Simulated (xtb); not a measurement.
xtb input (GFN1-xTB):

```bash
xtb mol.xyz --gfn 1 --sp --chrg 0 --uhf 0
```
mol.xyz:
```
13

C     -2.44558133    -0.60240600    -0.44029051
N     -1.37504021     0.38450807    -0.36744935
C     -1.86406548     1.74253916    -0.16258518
Si     0.21404161    -0.05312210     0.00035944
Cl     0.54256774    -0.37244740     2.00880905
Cl     1.50072642     1.42801839    -0.58040981
Cl     0.70227691    -1.79170523    -0.96171273
H     -3.12436826    -0.34980700    -1.25991178
H     -3.02708974    -0.63391385     0.48838227
H     -2.04418588    -1.59554803    -0.62918609
H     -2.53695121     2.01893456    -0.97938830
H     -2.41526075     1.83326811     0.78056378
H     -1.04027253     2.45270232    -0.14976306
```

End of the output:

```
         :::::::::::::::::::::::::::::::::::::::::::::::::::::
         ::                     SUMMARY                     ::
         :::::::::::::::::::::::::::::::::::::::::::::::::::::
         :: total energy             -25.487979195573 Eh    ::
         :: gradient norm              0.047296730525 Eh/a0 ::
         :: HOMO-LUMO gap              6.554850962201 eV    ::
         ::.................................................::
         :: SCC energy               -25.650868366773 Eh    ::
         :: -> electrostatic           0.017970768208 Eh    ::
         :: repulsion energy           0.170366659240 Eh    ::
         :: dispersion energy         -0.007477488040 Eh    ::
         :: halogen bond corr.         0.000000000000 Eh    ::
         :: add. restraining           0.000000000000 Eh    ::
         :: total charge              -0.000000000000 e     ::
         :::::::::::::::::::::::::::::::::::::::::::::::::::::

           -------------------------------------------------
          |                Property Printout                |
           -------------------------------------------------

    * Orbital Energies and Occupations

         #    Occupation            Energy/Eh            Energy/eV
      -------------------------------------------------------------
         1        2.0000           -0.9099263             -24.7604
       ...           ...                  ...                  ...
        10        2.0000           -0.5401805             -14.6991
        11        2.0000           -0.5145469             -14.0015
        12        2.0000           -0.5021754             -13.6649
        13        2.0000           -0.5002973             -13.6138
        14        2.0000           -0.4950960             -13.4722
        15        2.0000           -0.4891564             -13.3106
        16        2.0000           -0.4804884             -13.0748
        17        2.0000           -0.4794391             -13.0462
        18        2.0000           -0.4652912             -12.6612
        19        2.0000           -0.4620078             -12.5719
        20        2.0000           -0.4610514             -12.5458
        21        2.0000           -0.4562374             -12.4149
        22        2.0000           -0.3903886             -10.6230 (HOMO)
Note: The following floating-point exceptions are signalling: IEEE_DENORMAL
normal termination of xtb
        23                         -0.1495023              -4.0682 (LUMO)
        24                         -0.1453952              -3.9564
        25                         -0.1372129              -3.7338
        26                         -0.1229161              -3.3447
        27                         -0.1177280              -3.2035
        28                         -0.1016438              -2.7659
        29                         -0.0837166              -2.2780
        30                         -0.0676439              -1.8407
        31                         -0.0568167              -1.5461
        32                         -0.0510355              -1.3887
        33                         -0.0475668              -1.2944
       ...                                ...                  ...
        60                          1.3500793              36.7375
      -------------------------------------------------------------
                  HL-Gap            0.2408863 Eh            6.5549 eV
             Fermi-level           -0.2699454 Eh           -7.3456 eV

  Mulliken/CM5 charges         n(s)   n(p)   n(d)
     1C     0.06096 -0.02345   0.981  2.958  0.000
     2N    -0.32727 -0.56009   1.435  3.892  0.000
     3C     0.06096 -0.02345   0.981  2.958  0.000
     4Si    0.44573  0.34152   0.970  1.389  1.195
     5Cl   -0.14046 -0.09685   1.892  5.259 -0.011
     6Cl   -0.11848 -0.07413   1.891  5.238 -0.011
     7Cl   -0.11848 -0.07413   1.891  5.238 -0.011
     8H     0.01905  0.08032   0.981  0.000  0.000
     9H     0.01889  0.07950   0.981  0.000  0.000
    10H     0.03058  0.09547   0.969  0.000  0.000
    11H     0.01905  0.08032   0.981  0.000  0.000
    12H     0.01889  0.07950   0.981  0.000  0.000
    13H     0.03058  0.09547   0.969  0.000  0.000

Wiberg/Mayer (AO) data.
largest (>0.10) Wiberg bond orders for each atom

 ---------------------------------------------------------------------------
     #   Z sym  total        # sym  WBO       # sym  WBO       # sym  WBO
 ---------------------------------------------------------------------------
     1   6 C    3.975 --     8 H    0.986     9 H    0.986    10 H    0.979
                             2 N    0.956
     2   7 N    3.276 --     4 Si   1.248     3 C    0.956     1 C    0.956
     3   6 C    3.975 --    11 H    0.986    12 H    0.986    13 H    0.979
                             2 N    0.956
     4  14 Si   5.213 --     7 Cl   1.299     6 Cl   1.299     5 Cl   1.263
                             2 N    1.248
     5  17 Cl   1.378 --     4 Si   1.263
     6  17 Cl   1.413 --     4 Si   1.299
     7  17 Cl   1.413 --     4 Si   1.299
     8   1 H    1.009 --     1 C    0.986
     9   1 H    1.005 --     1 C    0.986
    10   1 H    1.015 --     1 C    0.979
    11   1 H    1.009 --     3 C    0.986
    12   1 H    1.005 --     3 C    0.986
    13   1 H    1.015 --     3 C    0.979
 ---------------------------------------------------------------------------

Topologies differ in total number of bonds
Writing topology from bond orders to xtbtopo.mol

 dipole moment from electron density (au)
     X       Y       Z
  -1.1687   0.3031  -0.1124  total (Debye):    3.082

           -------------------------------------------------
          | TOTAL ENERGY              -25.487979195573 Eh   |
          | GRADIENT NORM               0.047296730525 Eh/α |
          | HOMO-LUMO GAP               6.554850962201 eV   |
           -------------------------------------------------

------------------------------------------------------------------------
------------------------------------------------------------------------
 total:
 SCF:
```
